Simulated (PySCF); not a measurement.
**Sb (antimony, neutral) across methods**

[Kr] 4d10 5s1 5p3 6s1, high-spin 6S determinant (an excited configuration). Calculation: PySCF 2.14, in aug-cc-pVQZ-DK3; scalar relativity by spin-free X2C-1e.

```json
{"method": "LDA", "E (hartree)": "-6473.84", "mean ε 5s α (eV)": "-17.916", "mean ε 5p α (eV)": "-9.113", "mean ε 6s α (eV)": "-2.065", "Σ⟨r²⟩ (bohr²)": "90.01", "⟨S²⟩": "8.751"}
{"method": "r2SCAN", "E (hartree)": "-6480.08", "mean ε 5s α (eV)": "-18.698", "mean ε 5p α (eV)": "-9.569", "mean ε 6s α (eV)": "-1.939", "Σ⟨r²⟩ (bohr²)": "92.15", "⟨S²⟩": "8.753"}
{"method": "PW91", "E (hartree)": "-6480.57", "mean ε 5s α (eV)": "-17.838", "mean ε 5p α (eV)": "-9.083", "mean ε 6s α (eV)": "-1.955", "Σ⟨r²⟩ (bohr²)": "90.81", "⟨S²⟩": "8.751"}
{"method": "PBE", "E (hartree)": "-6479.64", "mean ε 5s α (eV)": "-17.779", "mean ε 5p α (eV)": "-9.043", "mean ε 6s α (eV)": "-1.925", "Σ⟨r²⟩ (bohr²)": "91.12", "⟨S²⟩": "8.752"}
{"method": "UHF", "E (hartree)": "-6477.35569", "mean ε 5s α (eV)": "-25.184", "mean ε 5p α (eV)": "-13.322", "mean ε 6s α (eV)": "-3.084", "Σ⟨r²⟩ (bohr²)": "93.91", "⟨S²⟩": "8.754"}
{"method": "PBE0", "E (hartree)": "-6479.73", "mean ε 5s α (eV)": "-19.826", "mean ε 5p α (eV)": "-10.256", "mean ε 6s α (eV)": "-2.287", "Σ⟨r²⟩ (bohr²)": "91.67", "⟨S²⟩": "8.752"}
{"method": "HSE06", "E (hartree)": "-6479.65", "mean ε 5s α (eV)": "-19.336", "mean ε 5p α (eV)": "-9.812", "mean ε 6s α (eV)": "-2.015", "Σ⟨r²⟩ (bohr²)": "91.46", "⟨S²⟩": "8.752"}
{"method": "TPSSh", "E (hartree)": "-6479.79", "mean ε 5s α (eV)": "-18.735", "mean ε 5p α (eV)": "-9.607", "mean ε 6s α (eV)": "-2.008", "Σ⟨r²⟩ (bohr²)": "92.15", "⟨S²⟩": "8.752"}
```

The outer electron is Rydberg-like, and this basis confines it to a smaller radius and binds it less than a complete one would.
